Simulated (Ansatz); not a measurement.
Consider the isomerisation: `C[Si](O)(O)[SiH3]` → `OC([SiH3])O[SiH3]`.

Calculated with Ansatz (gas phase, PBE0-D4/def2-TZVP geometries, no zero-point term in ΔE). CCSD(T)/CBS is the MP2 limit (def2-TZVPP, def2-QZVPP) plus CCSD(T) − MP2 in def2-TZVPP, frozen cores. One conformer a species, not always the lowest.

```json
{"species": "`C[Si](O)(O)[SiH3]`", "MP2/def2-QZVPP energy (Eh)": "-771.34454"}
{"species": "`OC([SiH3])O[SiH3]`", "MP2/def2-QZVPP energy (Eh)": "-771.23486"}
```

(1) Work out ΔE.

Largest T1 diagnostic among the species: 0.013.

Answers

(1) ΔE = (-771.23486) − (-771.34454) = 0.10968 Eh = +288.0 kJ/mol. CCSD(T)/CBS gives +282.1 kJ/mol.

In def2-TZVPP, CCSD(T) changes the Hartree–Fock value by +10.2 kJ/mol (the triples alone add −0.9 kJ/mol) and MP2 by +19.2 kJ/mol. From PBE to PBE0 (25 % exact exchange), in def2-TZVPP and without D4, ΔE moves by +6.5 kJ/mol.
